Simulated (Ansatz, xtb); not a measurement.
**C2H7OSi+: where a starting geometry ends**

The starting geometry of this gas-phase singlet was built from a drawn formula by distance geometry and a force field; its bonds are those of `[CH2+][SiH2]OC`.

```yaml
atoms:
  - { symbol: C, position_ang: [0.8493, -1.3888, -0.0261] }
  - { symbol: C, position_ang: [-0.8836, 2.3411, -0.9288] }
  - { symbol: O, position_ang: [-0.4075, 0.9921, -1.0639] }
  - { symbol: Si, position_ang: [0.3198, 0.3231, 0.2535] }
  - { symbol: H, position_ang: [0.7332, -1.8023, -1.0230] }
  - { symbol: H, position_ang: [1.3653, -1.9342, 0.6827] }
  - { symbol: H, position_ang: [1.5106, 1.1094, 0.6927] }
  - { symbol: H, position_ang: [-0.6589, 0.3254, 1.4034] }
  - { symbol: H, position_ang: [-0.0662, 3.0374, -0.6592] }
  - { symbol: H, position_ang: [-1.6702, 2.3973, -0.1853] }
  - { symbol: H, position_ang: [-1.3202, 2.6210, -1.9001] }
```

Q: Where would you expect an optimisation with r2SCAN-D4/def2-SVP to take it?

A: It rearranges to `CO[SiH+]C`. Contacts that open: Si4–H8 (1.51 → 2.42 Å). Contacts that close: C1–H8 (2.69 → 1.11 Å).

The energy falls by 3.40 eV over 25 steps:

| step | E − E(last) (eV) |
| --- | --- |
| 1 | 3.397 |
| 4 | 2.970 |
| 6 | 2.630 |
| 9 | 1.031 |
| 12 | 0.146 |
| 14 | 0.063 |
| 17 | 0.004 |
| 20 | 0.001 |
| 22 | 0.000 |
| 25 | 0.000 |

Final geometry (Å):

| atom | x (Å) | y (Å) | z (Å) |
| --- | --- | --- | --- |
| C | 0.5550 | -1.2923 | 0.3125 |
| C | -0.9140 | 2.5624 | -1.0841 |
| O | -0.5183 | 1.2277 | -0.6990 |
| Si | 0.5422 | 0.5186 | 0.2450 |
| H | -0.2092 | -1.7197 | -0.3538 |
| H | 1.5541 | -1.6686 | 0.0271 |
| H | 1.4546 | 1.3940 | 1.0121 |
| H | 0.3749 | -1.6267 | 1.3505 |
| H | -0.2981 | 3.3166 | -0.5751 |
| H | -1.9718 | 2.6764 | -0.8165 |
| H | -0.7978 | 2.6330 | -2.1727 |

From the same start GFN2-xTB reaches the same bonding as this run.

No frequencies were run, so the end isn't proven a minimum. Run with Ansatz 0.2.0, 56 s on 2 threads of Arm Neoverse V1 (shared host).
